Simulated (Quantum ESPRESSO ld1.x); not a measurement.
The tungsten ion W61+, configuration [Ne] 3s2 3p1. Method: scalar-relativistic Kohn-Sham, LDA (Slater exchange, VWN5 correlation), spin-polarised, spherical densities, point nucleus; open shells are filled with parallel spins first; computed with ld1.x of Quantum ESPRESSO 7.5.

Normalised radial functions P(r) = r R(r), r in bohr:

```
   r/bohr * 4s up (the largest magnitude, 2.08, reaches the edge; | marks zero)
 0.001934                             |    *
 0.002439                             |    *
 0.003101                             |     *
 0.003911                             |      *
 0.004932                             |       *
  0.00622                             |       *
 0.007844                             |       *
 0.009971                             |       *
  0.01257                             |      *
  0.01586                             |    *
     0.02                             |*
  0.02522                          *  |
  0.03181                      *      |
  0.04043                  *          |
  0.05099                *            |
  0.06431                   *         |
   0.0811                           * |
   0.1023                             |        *
    0.129                             |                *
    0.164                             |              *
   0.2068                             | *
   0.2608            *                |
   0.3289  *                          |
   0.4148      *                      |
   0.5231                 *           |
   0.6649                          *  |
   0.8386                            *|
    1.058                             *
```

4s up (empty): eigenvalue -3664.9 eV, 3 radial nodes at r = 0.0217, 0.0847, 0.212 bohr, <r> = 0.341 bohr, 90 % of the charge inside 0.480 bohr.
